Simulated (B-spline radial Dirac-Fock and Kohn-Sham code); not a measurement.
# What relativity does to the binding energies of Er³⁺

System: erbium as Er³⁺, configuration [Xe] 4f11.

Both columns are ΔSCF binding energies of the configuration average from a radial finite-basis atomic code: non-relativistic Hartree-Fock with a point nucleus, and Dirac-Fock with a finite nucleus and the Coulomb interaction alone, averaged over the two j levels with weights 2j+1.

| shell | Hartree-Fock (eV) | Dirac-Fock (eV) | shift (eV) | shift (%) |
| --- | --- | --- | --- | --- |
| 1s | 53885.2 | 57782.3 | +3897.05 | +7.23 |
| 2s | 8809.2 | 9826.0 | +1016.78 | +11.54 |
| 2p | 8389.8 | 8720.5 | +330.69 | +3.94 |
| 3s | 2022.0 | 2267.2 | +245.22 | +12.13 |
| 3p | 1831.8 | 1921.5 | +89.70 | +4.90 |
| 3d | 1480.9 | 1466.6 | -14.25 | -0.96 |
| 4s | 437.3 | 496.0 | +58.65 | +13.41 |
| 4p | 359.6 | 379.7 | +20.08 | +5.58 |
| 4d | 219.7 | 216.3 | -3.40 | -1.55 |
| 4f | 46.86 | 41.13 | -5.73 | -12.24 |
| 5s | 83.48 | 92.28 | +8.80 | +10.54 |
| 5p | 59.39 | 61.33 | +1.94 | +3.26 |

Relativity binds 1s, 2s, 2p, 3s, 3p, 4s, 4p, 5s, 5p more strongly, among those listed most of all 4s in relative terms, and 3d, 4d, 4f more weakly, because the contracted s and p shells screen the nucleus better.

Values without a named source are computed, but for edge energies of neutral atoms, which are taken from tables.
